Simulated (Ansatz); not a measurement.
The cluster TaS3⁻. Total charge -1; singlet. Geometry PBE-D4/def2-SVPD, basis def2-TZVPD, Ansatz.

```xyz
4

Ta   -0.4426    0.2873    0.0145
S    -0.8573   -1.6932    0.9714
S     1.1481    1.3879    1.1407
S     0.1519    0.0179   -2.1266
```

```csv
run,HOMO (eV),LUMO (eV)
A,-4.43,2.43
B,-1.00,-0.20
C,-1.63,0.14
D,-1.21,-0.03
E,-2.90,1.12
F,-2.02,0.50
```

In the def2 sets Ta takes a core potential; there is no spin–orbit coupling. LC-ωPBE has ω = 0.4 bohr⁻¹. HSE06 is defined as in plane-wave codes, on full-range PBE exchange. The structure comes from a short search, and lower isomers may exist.

**Question.** The runs used BHLYP, HSE06, LC-ωPBE, PBE, PBE0, r2SCAN. Estimate which is which.

**Answer.** A LC-ωPBE (range-separated); B PBE (0 % exact exchange); C HSE06 (range-separated); D r2SCAN (0 % exact exchange); E BHLYP (50 % exact exchange); F PBE0 (25 % exact exchange). Exact exchange lowers occupied and raises empty levels; among semilocal functionals meta-GGAs tend to open the gap a little, and such runs are hard to tell apart. The gap grows from 0.80 eV (PBE) to 6.85 eV (LC-ωPBE).
